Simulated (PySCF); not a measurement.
**Working with the constants of InPb**

UHF-CCSD(T) constants of InPb, ⁴Σ⁻ (quartet), unpaired electrons σ ↑, π ↑↑ (In def2-SVP with ECP28, Pb def2-SVP with ECP60; scalar-relativistic core potentials (PySCF 2.14); masses 114.9039 and 207.9766 u):

```
ωe              : 129.5 cm⁻¹
ωexe            : 0.268 cm⁻¹
Be              : 0.026494 cm⁻¹
αe              : 7.83e-05 cm⁻¹
D (centrifugal) : 4.44e-09 cm⁻¹
De to In + Pb   : 1.70 eV
```

**Question.** Give the vibrational terms G(v) and spacings up to v = 6.

**Answer.** G(v) = ωe(v+½) − ωexe(v+½)².

```csv
v,G(v) (cm⁻¹),G(v) − G(v−1),Bv (cm⁻¹)
0,64.7,,0.02645
1,193.6,129.0,0.02638
2,322.1,128.4,0.02630
3,450.0,127.9,0.02622
4,577.3,127.4,0.02614
5,704.1,126.8,0.02606
6,830.4,126.3,0.02599
```

**Question.** How well does the Morse estimate ωe²/(4ωexe) reproduce De, and what is D0?

**Answer.** It gives 1.94 eV, 114 % of the computed De. D0 = De − G(0) = 1.70 − 0.01 = 1.69 eV.

Correlated steps freeze 8 core orbitals. Correlated levels converge slowly with the basis: in double zeta they bind strong bonds too weakly, by up to about 1 eV, and carry superposition errors of some tenths. These are scalar-relativistic numbers at best; spin–orbit coupling would shift them, the dissociation energy most. The state is the lowest determinant that a PBE0 search found; another state may lie lower at other levels.
